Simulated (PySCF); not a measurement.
Potential energy of HI along the bond

Set-up: PySCF, spin-free X2C with a Gaussian nucleus, basis sets H x2c-TZVPPall, I x2c-TZVPPall. Energies in eV from H + I in their ground configurations at the same level. All curves are PBE0. state 1: ¹Σ⁺ (singlet), closed shell; state 2: triplet, unpaired electrons σ ↑, π ↑, a second solution, started from another occupation.

| R (Å) | state 1 | state 2 |
| --- | --- | --- |
| 1.386 | -2.659 | 3.7673 |
| 1.451 | -3.054 | 2.9844 |
| 1.515 | -3.279 | 2.3698 |
| 1.564 | -3.361 | 1.9964 |
| 1.612 | -3.385 | 1.6826 |
| 1.660 | -3.361 | 1.4190 |
| 1.725 | -3.273 | 1.1319 |
| 1.805 | -3.094 | 0.8535 |
| 1.902 | -2.814 | 0.6085 |
| 2.031 | -2.381 | 0.3884 |

Problem. Put a parabola through the three lowest points of the state 1 curve and estimate Re, k and ωe (reduced mass 0.9999 u; 1 eV/Å² = 0.16022 mdyn/Å; ωe = 1302.8·√(k/μ) cm⁻¹).

Solution. Through R = 1.564, 1.612, 1.66 Å the second-order coefficient is 10.4 eV/Å², so Re ≈ 1.612 Å, k ≈ 3.34 mdyn/Å and ωe ≈ 2380 cm⁻¹. A polynomial fit of higher order to the unrounded PBE0 energies gives Re = 1.610 Å, k = 3.24 mdyn/Å, ωe = 2346 cm⁻¹; anharmonicity and rounding make the difference.

The higher-order fit for each curve: state 1: Re = 1.610 Å, ωe = 2346 cm⁻¹, De = 3.38 eV. State 2 gave no clean fit.

These are scalar-relativistic numbers at best; spin–orbit coupling would shift them, the dissociation energy most.
